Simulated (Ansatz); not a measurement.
The same path of CH$_{2}$ClNSi (6 atoms, charge 0, multiplicity 1) was run twice with different band settings. Lost on the way: C3–H6. Made: N4–H6.

The calculation used Ansatz 0.2.0, RHF/def2-SVP.

Relaxed end points:

```xyz
6
Properties=species:S:1:pos:R:3
Cl -0.398 -2.059 -1.208
Si 0.062 -0.140 -0.648
C 0.171 0.365 1.033
N -0.947 0.687 0.518
H 0.637 0.557 -1.792
H 0.517 0.526 2.052
```

```xyz
6
Properties=species:S:1:pos:R:3
Cl -0.613 -1.972 -1.178
Si 0.254 -0.193 -0.623
C 1.062 0.064 1.043
N -0.183 0.461 0.893
H 0.297 0.700 -1.777
H -0.775 0.877 1.596
```

Common settings: climbing image yes; spring 5.0 eV/Å²; optimiser quadratic models (default); start path through a guess of the saddle point; force threshold 0.05 eV/Å; iteration limit 60; end points relaxed.

| run | movable images |
| --- | --- |
| 1 | 5 |
| 2 | 1 |

(1) What does each run give, and how far can it be trusted?

Results:

(1) Run 1: converged after 9 iterations, highest image 3.807 eV above the first end. Neighbouring images differ by up to 1.8 eV, so the band resolves the path poorly. A vibrational analysis at the climbing image gives one clearly imaginary mode, 1993i cm⁻¹: a first-order saddle point.
Run 2: converged after 14 iterations, highest image 3.807 eV above the first end. Neighbouring images differ by up to 3.8 eV, so the band resolves the path poorly. Another band between the same ends (5 images) ends at a top of the same energy, where a vibrational analysis finds 1 clearly imaginary mode. So few images can step over the top or miss a turn of the path.
The orbitals stay closed-shell, which can raise the energy where a bond breaks towards radicals; this wasn't checked here.
